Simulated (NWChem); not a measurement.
System: SF, doublet; SMILES F[S]

NWChem input:

```
start job
memory heap 200 mb stack 900 mb global 1100 mb
geometry units angstroms noautosym nocenter noautoz
  S      0.000000     0.000000    -0.587820
  F      0.000000     0.000000     1.043238
end
basis spherical
  * library def2-svp
end
dft
  odft
  mult 2
  xc m06-2x
  iterations 150
end
cosmo
  do_cosmo_smd true
  solvent water
end
task dft energy
```

Output (shortened):

```
             Northwest Computational Chemistry Package (NWChem) 7.3.0
             --------------------------------------------------------

                             Geometry "geometry" -> ""
                             -------------------------

 Output coordinates in angstroms (scale by  1.889725989 to convert to a.u.)

  No.       Tag          Charge          X              Y              Z
 ---- ---------------- ---------- -------------- -------------- --------------
    1 S                   16.0000     0.00000000     0.00000000    -0.58782000
    2 F                    9.0000     0.00000000     0.00000000     1.04323800

 Effective nuclear repulsion energy (a.u.)      46.7190767318

                                 NWChem DFT Module
                                 -----------------

 Summary of "ao basis" -> "ao basis" (spherical)
 ------------------------------------------------------------------------------
       Tag                 Description            Shells   Functions and Types
 ---------------- ------------------------------  ------  ---------------------
 S                          def2-svp                 8       18   4s3p1d
 F                          def2-svp                 6       14   3s2p1d

 in cosmo_initialize ...
 calling solv_data for solv:h2o

 solvent parameters
 solvname_short: h2o
 solvname_long:  water
 dielec:       78.4000
 dielecinf:     1.7769
 aqueous SMD model solvent descriptors
 dielec:       78.4000
 sola:          0.8200

          ---------------
          -cosmo- solvent
          ---------------
 Cosmo: York-Karplus, doi: 10.1021/jp992097l
 dielectric constant -eps-     =  78.40
 screen = (eps-1)/(eps    )    =   0.98724
 surface charge correction     = lagrangian

   van der Waals surface
 --------------------------

 ---------- ATOMIC COORDINATES (A.U.) ------------ VDWR(ANG.) --
     1    0.00000000    0.00000000   -1.11081873     2.490
     2    0.00000000    0.00000000    1.97143396     1.730
 number of segments per atom =        128
 number of   points per atom =        128
 atom (   nspa,  nppa )
 ----------------------
    1 (    112,     0 )       0
    2 (     64,     0 )       0
 number of -cosmo- surface points =      176
 molecular surface =     85.816 angstrom**2
 molecular volume  =     70.157 angstrom**3
 -lineq- algorithm             =   0
 -bem- low  level              =   3
 -bem- from -octahedral-
 gaussian surface charge width =   4.50000
 degree of switching           =   1.00000
 switching function tolerance  =   0.00010
 atomic radii =
 --------------
    1 16.000  2.490
    2  9.000  1.730
 ...... end of -cosmo- initialization ......

 nat:                     2
 ixmem:                   309
 calling mnsol_interface()
 G(SMD-CDS) energy (kcal/mol)  =     0.589
 SMD-CDS SASA (angstrom**2)    =    74.091

            General Information
            -------------------
          SCF calculation type: DFT
          Wavefunction type:  spin polarized.
          No. of atoms     :     2
          No. of electrons :    25
           Alpha electrons :    13
            Beta electrons :    12
          Charge           :     0
          Spin multiplicity:     2
          Use of symmetry is: off; symmetry adaption is: off
          Maximum number of iterations: 150
          AO basis - number of functions:    32
                     number of shells:    14
          Convergence on energy requested:  1.00D-06
          Convergence on density requested:  1.00D-05
          Convergence on gradient requested:  5.00D-04

              XC Information
              --------------
                       M06-2X Method XC Functional
                     Hartree-Fock (Exact) Exchange  0.540
                        M06-2X Exchange Functional  1.000
                      M06-2X Correlation Potential  1.000

             Grid Information
             ----------------
          Grid used for XC integration:  medium
          Radial quadrature: Mura-Knowles
          Angular quadrature: Lebedev.
          Tag              B.-S. Rad. Rad. Pts. Rad. Cut. Ang. Pts.
          ---              ---------- --------- --------- ---------
          S                   1.00       88           5.0       590
          F                   0.50       49           6.0       434
          Grid pruning is: on
          Number of quadrature shells:   137
          Spatial weights used:  Erf1

      Superposition of Atomic Density Guess
      -------------------------------------

[...]

                                COSMO-SMD solvation results
                                ---------------------------

             internal energy in gas <Psi(g)|H|Psi(g)> =      -497.695015939395
         internal energy in solvent <Psi(s)|H|Psi(s)> =      -497.694841538076
                               delta internal energy  =         0.000174401319 (    0.11 kcal/mol)
   total free energy in solvent <Psi(s)|H+V/2|Psi(s)> =      -497.696828699010
 polarization energy contribution <Psi(s)|V/2|Psi(s)> =        -0.001987160935 (   -1.25 kcal/mol)
    total free energy in solvent including G(SMD-CDS) =      -497.695890209370
                       G(SMD-CDS) energy contribution =         0.000938489641 (    0.59 kcal/mol)
     1 M fixed-concentration free energy of solvation =        -0.000874269974 (   -0.55 kcal/mol)

                    DFT Final Alpha Molecular Orbital Analysis
                    ------------------------------------------

 Vector   11  Occ=1.000000D+00  E=-5.650348D-01
              MO Center=  1.6D-08,  4.3D-08,  1.8D-01, r^2= 1.7D+00
   Bfn.  Coefficient  Atom+Function         Bfn.  Coefficient  Atom+Function
  ----- ------------  ---------------      ----- ------------  ---------------
    24      0.498822  2 F  pz                27     -0.350347  2 F  pz
     3     -0.294455  1 S  s                  4     -0.282950  1 S  s
    10      0.283721  1 S  pz                 2      0.211288  1 S  s
    13      0.196584  1 S  pz                 7      0.157674  1 S  pz
    20     -0.070330  2 F  s                 21     -0.062166  2 F  s

 Vector   12  Occ=1.000000D+00  E=-3.630304D-01
              MO Center= -8.2D-09,  9.2D-10, -4.3D-01, r^2= 1.5D+00
   Bfn.  Coefficient  Atom+Function         Bfn.  Coefficient  Atom+Function
  ----- ------------  ---------------      ----- ------------  ---------------
    11      0.600235  1 S  px                 8      0.481754  1 S  px
    22      0.269481  2 F  px                 5      0.255747  1 S  px
    25     -0.216833  2 F  px                12     -0.131569  1 S  py
     9     -0.105557  1 S  py                23     -0.059061  2 F  py
     6     -0.056042  1 S  py                26      0.047526  2 F  py

 Vector   13  Occ=1.000000D+00  E=-3.276779D-01
              MO Center=  1.2D-09,  5.6D-09, -4.6D-01, r^2= 1.5D+00
   Bfn.  Coefficient  Atom+Function         Bfn.  Coefficient  Atom+Function
  ----- ------------  ---------------      ----- ------------  ---------------
    12      0.619081  1 S  py                 9      0.472783  1 S  py
     6      0.254235  1 S  py                23      0.248861  2 F  py
    26     -0.202257  2 F  py                11      0.135654  1 S  px
     8      0.103642  1 S  px                 5      0.055726  1 S  px
    22      0.054539  2 F  px                25     -0.044322  2 F  px

 Vector   14  Occ=0.000000D+00  E=-1.672882D-03
              MO Center= -1.1D-09,  9.7D-10, -3.9D-01, r^2= 1.8D+00
   Bfn.  Coefficient  Atom+Function         Bfn.  Coefficient  Atom+Function
  ----- ------------  ---------------      ----- ------------  ---------------
    13      0.879228  1 S  pz                21     -0.447362  2 F  s
    27      0.404480  2 F  pz                10      0.376274  1 S  pz
    24     -0.351404  2 F  pz                 4      0.300992  1 S  s
     7      0.211931  1 S  pz                 3      0.167553  1 S  s
    20     -0.136775  2 F  s                  2     -0.125988  1 S  s

 Vector   15  Occ=0.000000D+00  E= 3.480359D-01
              MO Center= -2.6D-08,  2.0D-08, -5.2D-01, r^2= 2.5D+00
   Bfn.  Coefficient  Atom+Function         Bfn.  Coefficient  Atom+Function
  ----- ------------  ---------------      ----- ------------  ---------------
     4     -2.098912  1 S  s                  3      2.064437  1 S  s
     2     -0.512684  1 S  s                 21      0.386553  2 F  s
    13     -0.247264  1 S  pz                27     -0.118850  2 F  pz
    24     -0.116826  2 F  pz                 1     -0.069516  1 S  s
    16      0.059133  1 S  d  0              10      0.048927  1 S  pz

 Vector   16  Occ=0.000000D+00  E= 6.295794D-01
              MO Center=  8.3D-09, -1.8D-09, -5.3D-01, r^2= 1.2D+00
   Bfn.  Coefficient  Atom+Function         Bfn.  Coefficient  Atom+Function
  ----- ------------  ---------------      ----- ------------  ---------------
    17      0.838622  1 S  d  1               8     -0.560997  1 S  px
    11      0.515414  1 S  px                22     -0.197230  2 F  px
    15      0.183660  1 S  d -1               5     -0.161811  1 S  px
     9      0.122939  1 S  py                12     -0.112937  1 S  py
    25     -0.088771  2 F  px                23      0.043194  2 F  py

                     DFT Final Beta Molecular Orbital Analysis
                     -----------------------------------------

 Vector   10  Occ=1.000000D+00  E=-5.469031D-01
              MO Center= -1.7D-08,  1.3D-08,  4.0D-02, r^2= 1.8D+00
   Bfn.  Coefficient  Atom+Function         Bfn.  Coefficient  Atom+Function
  ----- ------------  ---------------      ----- ------------  ---------------
    24      0.478361  2 F  pz                 3     -0.351791  1 S  s
    27     -0.339350  2 F  pz                 4     -0.313652  1 S  s
    10      0.268376  1 S  pz                 2      0.252120  1 S  s
    13      0.200498  1 S  pz                 7      0.151648  1 S  pz
    20     -0.052048  2 F  s                 16      0.049945  1 S  d  0

[...]
```

Level: M06-2X/def2-SVP, spin-unrestricted, SMD on the gas-phase geometry. The state is orbitally degenerate and is run as one real component. All runs use the structure optimised with PBE-D3(BJ)/def2-SVP, spin-unrestricted. No stability test was run on the SCF state. Solvent: water.
